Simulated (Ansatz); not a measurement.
Geometry optimisation, UKS BLYP-D4/def2-SVP in Ansatz.

Input:

```yaml
crystal:
  periodic: [false, false, false]
  atoms:
    - { symbol: H, position_ang: [0.63929, 0.080908, -0.883384] }
    - { symbol: Sn, position_ang: [2.165444, 0.435383, -0.198858] }
    - { symbol: O, position_ang: [-1.279497, -1.086366, -0.56716] }
    - { symbol: C, position_ang: [-2.15386, -0.402496, 0.217829] }
    - { symbol: H, position_ang: [2.111805, 1.9909, 0.5645] }
    - { symbol: H, position_ang: [2.578902, -0.756582, 0.984845] }
    - { symbol: H, position_ang: [3.378819, 0.458275, -1.434948] }
    - { symbol: H, position_ang: [-2.319244, 0.670421, -0.069319] }
    - { symbol: H, position_ang: [-1.966545, -0.48879, 1.32244] }
    - { symbol: H, position_ang: [-3.155113, -0.901754, 0.064055] }
magnetization:
  spin_polarized: true
  initial_magnetization: 1
basis:
  gaussian: { orbitals: def2-SVP }
hamiltonian:
  xc: blyp
  dispersion: d4
relax:
  f_tol: 0.03
  max_steps: 50
```

Launched with:

```bash
$ ansatz run input.yaml --threads 2 --pin off --max-ram 3072MiB --backend cpu --events-out ev --progress --plain --runs-dir out
```

Problem. Where does it end, and by what steps?

Solution. The forces met the threshold. After 31 steps the energy has fallen by 1.389 eV; H10 moved furthest, 1.98 Å. Parted: H1–Sn2. Joined: H1–O3.

```
step  energy less start (eV)  largest force component (eV/Å)  accepted
   0                  0.0000                           0.291       yes
   2                 -0.0637                           0.323       yes
   4                 -0.2957                           1.254       yes
   6                 -1.0128                           1.208       yes
   8                 -1.1824                           1.077       yes
  10                 -1.2224                           0.101       yes
  12                 -1.2395                           0.457       yes
  14                 -1.2667                           0.205       yes
  16                 -1.2912                           0.108       yes
  18                 -1.3005                           0.049       yes
  20                 -1.3138                           0.372       yes
  22                 -1.3294                           0.229       yes
  24                 -1.3542                           0.374       yes
  26                 -1.3819                           0.174       yes
  28                 -1.3879                           0.087       yes
  30                 -1.3888                           0.047       yes
  31                 -1.3889                           0.014       yes
```

```xyz
10
Properties=species:S:1:pos:R:3
H -0.992 0.423 -1.511
Sn 1.993 0.097 -0.352
O -0.812 -0.349 -0.938
C -1.590 -0.205 0.259
H 1.292 1.485 0.475
H 1.741 -1.277 0.706
H 3.742 0.392 -0.409
H -2.682 -0.193 0.044
H -1.324 0.712 0.834
H -1.368 -1.084 0.893
```

Whether the end is a true minimum wasn't checked by a vibrational analysis.

Time of the run: 76 s on 2 threads of Arm Neoverse V1 (shared host), peak memory 0.19 GiB.
